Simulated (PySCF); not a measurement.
BHN, charge -1, multiplicity 1. Atoms are numbered in the order given.

```xyz
3

B      0.0000     0.0000     0.5882
N      0.0000     0.0000    -0.6734
H      0.0000     0.0000     1.7725
```
Charge -1, spin multiplicity 1.

Coordinates come from a B3LYP-D3(BJ)/def2-TZVPD optimisation. The spin state was assumed, not searched. The isomer is the one that the SMILES or the coordinates give; other isomers of the formula were not compared.

Calculation: B3LYP/pcSseg-2 in PySCF.

GIAO shieldings, no solvent; atoms alike by connectivity are averaged. δ = σ(ref) − σ: ¹¹B against BF3 (σ = 86.3 ppm); ¹⁵N against NH3 (σ = 260.3 ppm); ¹H against TMS (σ = 31.68 ppm), references at their B3LYP-D3(BJ)/def2-TZVP geometries, non-relativistic.

| nucleus | atoms | count | δ (ppm) |
|---|---|---|---|
| ¹¹B | B1 | 1 | -10.1 |
| ¹⁵N | N2 | 1 | 312.9 |
| ¹H | H3 | 1 | -0.03 |
